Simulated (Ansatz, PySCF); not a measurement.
Gas-phase reaction in SMILES: F[Se]F [fluoro selenohypofluorite] + 2 [H][H] (H2) -> 2 F (HF) + [SeH2] (H2Se)
Geometries: B3LYP-D3(BJ)/def2-TZVP minima from Ansatz (a first-principles code).

Wanted: energy of full hydrogenation (enthalpy at 298 K, with B3LYP-D3(BJ) rigid-rotor harmonic-oscillator terms from PySCF), in eV. Valence correlation only, unless marked. Spin-orbit coupling is left out. The frozen core is the preceding noble-gas configuration, with the filled d and f shells of earlier blocks. No relativistic terms. CBS(X,Y): correlation extrapolated as X^-3; Hartree-Fock from the larger set.

| level | program | energy of full hydrogenation (eV) |
|---|---|---|
| HF/6-31G* | Ansatz | -2.29 |
| HF/def2-TZVPD | PySCF | -2.66 |
| PBE-D3(BJ)/def2-TZVPD | Ansatz + dftd3 | -2.05 |
| revPBE/def2-TZVPD | Ansatz | -2.03 |

Question: What does CCSD(T)/CBS(cc-pVTZ,cc-pVQZ) (Ansatz) give?

Answer: -2.36 eV, so revPBE/def2-TZVPD differs from it by 0.33 eV.
